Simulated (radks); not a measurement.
Cu21+, configuration [He] 2s2 2p4. Calculated with a radial shooting solver on a logarithmic mesh with Libxc functionals: non-relativistic Kohn-Sham, PBE, spin-polarised, spherical densities, point nucleus; open shells are filled with parallel spins first. Some entries of the table are withheld. Estimate them.

| orbital | occ. | eigenvalue (eV) | r(max) (bohr) |
|---|---|---|---|
| 1s up | 1 | -9813.494 | 0.03487 |
| 1s down | 1 | -9803.128 | 0.03485 |
| 2s up | 1 | (1) | 0.1946 |
| 2s down | 1 | (2) | 0.1951 |
| 2p up | 3 | -1871.508 | 0.1540 |
| 2p down | 1 | -1850.174 | 0.1546 |
| 3s up | 0 | (3) | 0.5217 |
| 3s down | 0 | (4) | 0.5237 |
| 3p up | 0 | -759.7116 | 0.4968 |
| 3p down | 0 | -754.6613 | 0.4994 |

Answer. 
(1) 2s up eigenvalue (eV): -1972.805
(2) 2s down eigenvalue (eV): -1955.171
(3) 3s up eigenvalue (eV): -792.5885
(4) 3s down eigenvalue (eV): -788.0914
